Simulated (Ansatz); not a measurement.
Cu(NH3)(NH2) (CuN2H5), relaxed as a singlet with RKS r2SCAN-D4/def2-TZVP in Ansatz, starting from the GFN2-xTB geometry. Force threshold 0.02 eV/Å.

The relaxation made no stability test and no search for a lower SCF solution.

Start:

```xyz
8

Cu    0.180   -0.154   -0.095
N    -1.079    1.074    0.572
H    -0.710    1.523    1.406
H    -1.929    0.560    0.795
H    -1.268    1.767   -0.149
N     1.326   -1.336   -0.729
H     1.423   -2.284   -0.405
H     2.057   -1.149   -1.395
```

| step | energy (eV) | largest force component (eV/Å) | SCF passes |
| --- | --- | --- | --- |
| 1 | -47702.5747 | 0.505 | 21 |
| 2 | -47702.6160 | 1.551 | 28 |
| 3 | -47702.6622 | 1.420 | 22 |
| 4 (rejected) | -47702.4678 | 3.171 | 30 |
| 5 | -47702.7005 | 0.256 | 22 |
| 6 | -47702.7025 | 0.023 | 24 |
| 7 | -47702.7026 | 0.002 | 25 |

Force components are those of the run's own axes.

End:

Cartesian coordinates in Å:
```
Cu 0.172 -0.231 -0.160
N -1.064 1.059 0.567
H -0.691 1.511 1.399
H -1.945 0.620 0.826
H -1.275 1.789 -0.109
N 1.217 -1.477 -0.959
H 1.487 -2.203 -0.297
H 2.099 -1.069 -1.266
```

By distances, no bond broke or formed. The bond that changes most is Cu1–N2, from 1.88 to 1.93 Å (atoms count from 1).

No frequencies were taken in this run, so the end may be a saddle point.

It took 11 s on 4 threads of Arm Neoverse V1 on a shared host.
